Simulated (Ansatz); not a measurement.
```xyz
12

C     1.595    0.328    1.079
Si    0.130    0.849    0.058
C    -1.001   -0.688   -0.179
N    -1.536   -0.932   -1.399
O    -1.221   -1.401    0.785
H     2.193    1.188    1.386
H     2.236   -0.358    0.521
H     1.238   -0.190    1.972
H     0.534    1.401   -1.270
H    -0.691    1.876    0.752
H    -2.145   -1.727   -1.520
H    -1.331   -0.346   -2.188
```

The species carries charge 0 and has multiplicity 1.

(1) List the CAM-B3LYP/def2-TZVPP orbital energies in eV (the Gaussian-basis code of Ansatz). (Best estimate.)

Answers

(1) Ansatz gave: Occupied: -1800.92, -521.59, -392.29, -281.32, -278.42, -145.51, -100.85, -100.83, -100.81, -30.46, -27.00, -21.44, -18.87, -17.32, -15.94, -14.17, -13.41, -13.16, -12.96, -12.07, -10.95, -10.73, -9.40, -8.37. Lowest empty: 0.95, 1.57, 2.05, 2.20, 2.99, 3.39, 3.47, 3.83.
